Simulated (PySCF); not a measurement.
C3H5ClSi, SMILES C#C[Si@@H](C)Cl. Heavy atoms are numbered as in [CH:1]#[C:2][Si@@H:3]([CH3:4])[Cl:5]. Hydrogens are named by the atom that carries them.

The structure is a stationary point at B3LYP-D3(BJ)/def2-SVP. The structure was generated by enumeration; whether it is a known compound was not checked.

Computed with PySCF with PBE/pcSseg-1.

GIAO shieldings, no solvent; atoms alike by connectivity are averaged. δ = σ(ref) − σ: ¹³C against TMS (σ = 182.0 ppm); ²⁹Si against TMS (σ = 335.4 ppm); ³⁵Cl against HCl (σ = 936.5 ppm); ¹H against TMS (σ = 31.49 ppm), references at their B3LYP-D3(BJ)/def2-TZVP geometries, non-relativistic (without spin–orbit terms, shifts of atoms bonded to Cl or Br come out too high).

Computed chemical shifts:
```csv
nucleus,atoms,count,δ (ppm)
¹³C,C1 (CH),1,103.4
¹³C,C2,1,88.2
¹³C,C4 (CH3),1,6.2
²⁹Si,Si3 (SiH),1,-14.4
³⁵Cl,Cl5,1,21.6
¹H,H on Si3,1,5.64
¹H,H on C1,1,2.70
¹H,H on C4,3,0.88
```
